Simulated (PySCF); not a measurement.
Compound: [(Cl)3Si]2NH.
Geometry (PBE0-D3(BJ)/def2-SVP, Å), atoms numbered from 1 in this order:
```
atom  x, y, z in Å
Si1   -1.314   -0.624   -0.562
Cl2   -2.566    0.223   -1.937
Cl3   -2.442   -1.310    0.996
Cl4   -0.321   -2.204   -1.383
N5    -0.189    0.580   -0.078
Si6    1.393    0.452    0.577
Cl7    2.831    0.312   -0.863
Cl8    1.520   -1.193    1.775
Cl9    1.738    2.152    1.655
H10   -0.525    1.537   -0.177
```

Method: PySCF, TDDFT wB97X-D/def2-SVPD, vertical, gas phase, core orbitals frozen in the response.

Frontier orbitals with the atoms that hold most of them (Löwdin shares over 4%, at most four atoms; ? is withheld):

```
orbital  ε (eV)                               atoms
 HOMO-3  -11.66  Cl3 29%, Cl7 23%, Cl8 20%, Cl4 11%
 HOMO-2  -11.46  Cl7 21%, Cl3 21%, Cl2 16%, Cl9 16%
 HOMO-1  -11.36                                   ?
   HOMO  -10.88    N5 46%, Cl3 13%, Cl7 13%, Cl8 6%
   LUMO    0.87                                   ?
 LUMO+1    1.26  Cl8 14%, Cl4 14%, Cl7 12%, Cl3 12%
 LUMO+2    1.55   N5 15%, Si6 14%, Si1 14%, Cl9 11%
```

Q: Give the leading atoms of the HOMO-1.

A: Cl7 (bonded to Si) 19%; Cl3 (bonded to Si) 19%; Cl8 (bonded to Si) 18%; Cl4 (bonded to Si) 18%.

Q: Which atoms hold the LUMO, and with what shares?

A: Si1 (bonded to 3 Cl and N) 14%; Cl2 (bonded to Si) 13%; Si6 (bonded to 3 Cl and N) 13%; Cl9 (bonded to Si) 13%. By element: silicon 27%, chlorine 26% or more.

Q: The HOMO–LUMO gap is 11.75 eV. Where does the response calculation put the lowest singlet, and from which orbitals?

A: S1 is at 7.46 eV (f = 0.0007), 4.30 eV below the gap, made of HOMO→LUMO (73%), HOMO→LUMO+2 (11%). Without the coupling terms of the response equations the lowest excitation would equal the gap.

Q: One configuration dominates each of S1 and S2. Which, and how do the shares of the two leading atoms of either orbital change from the occupied to the empty one?

A: 
- S1 (7.46 eV, f 0.0007), HOMO→LUMO (73%): N5 46% → at most 13%, Cl3 13% → at most 13%, Si1 at most 6% → 14%, Cl2 at most 6% → 13%
- S2 (7.70 eV, f 0.0000), HOMO→LUMO+1 (70%): N5 46% → at most 12%, Cl3 13% → 12%, Cl8 6% → 14%, Cl4 at most 6% → 14%
